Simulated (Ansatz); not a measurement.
Stepwise reaction of `OB(Cl)Cl` with ammonia, as a gas-phase model of exchange steps in deposition or etching. ΔE in kJ/mol; ΔG adds harmonic PBE0-D4 terms to CCSD(T)/CBS, at 1 bar.

Computed with Ansatz on PBE0-D4/def2-TZVP structures; ΔE is electronic, products minus reactants. CCSD(T)/CBS is the MP2 limit (def2-TZVPP, def2-QZVPP) plus CCSD(T) − MP2 in def2-TZVPP, frozen cores. This one scheme is used for every species. Functionals use def2-TZVPP. B3LYP here is the variant with VWN-RPA as its local correlation; programs differ in this. One conformer a species, not always the lowest.

| step | reaction | PBE-D4 | B3LYP-D4 | ωB97M-V | CCSD(T)/CBS | ΔG(400 K) |
| --- | --- | --- | --- | --- | --- | --- |
| 1 | `OB(Cl)Cl` + NH₃ → `NB(O)Cl` + HCl | -27.1 | -33.8 | -32.5 | -31.7 | -33.4 |
| 2 | `NB(O)Cl` + NH₃ → `NB(N)O` + HCl | 22.4 | 16.6 | 17.8 | 16.7 | 5.3 |

(1) By hand: ΔE of the 2 steps together at CCSD(T)/CBS.

Answers

(1) (-31.7) + (16.7) = -15.0 kJ/mol, or -7.5 kJ/mol a step.

In ΔE each step is higher than the one before. ΔG lies between -33.4 and 5.3 kJ/mol a step. PBE-D4 differs from CCSD(T)/CBS by 4.6 to 5.7 kJ/mol a step. Isolated molecules leave out the surface, adducts and barriers. Largest T1 diagnostic: 0.011.
